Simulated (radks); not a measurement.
Problem. These are the eigenvalues of the occupied orbitals of an atom or ion with whole-number occupations (Ry). All-electron calculation, Dirac Kohn-Sham, PBE, spin-unpolarised, spherical densities, point nucleus. Program: a radial shooting solver on a logarithmic mesh with Libxc functionals.

| orbital | eigenvalue |
|---|---|
| 1s1/2 | -6843.537 |
| 2s1/2 | -1383.107 |
| 2p1/2 | -1336.633 |
| 2p3/2 | -1165.695 |
| 3s1/2 | -468.9554 |
| 3p1/2 | -448.5515 |
| 3p3/2 | -408.8655 |
| 3d3/2 | -376.4563 |
| 3d5/2 | -367.9353 |
| 4s1/2 | -223.7387 |
| 4p1/2 | -214.8297 |
| 4p3/2 | -201.6167 |

Which element is it, and in what charge state? The configuration may be excited. Open shells, if any, are shared by 2j + 1.

Solution. Z = 83, bismuth, charge +49: Bi49+ in [Ar] 3d10 4s2 4p4. The list shows which subshells hold electrons but not how many an open one holds; the 1s level, -3421.8 hartree, gives Z - s = 82.7 by -(Z - s)^2/2, which with screening and relativity narrows Z to a few neighbours, and the depths of the outer levels then fix element, charge and occupations together.
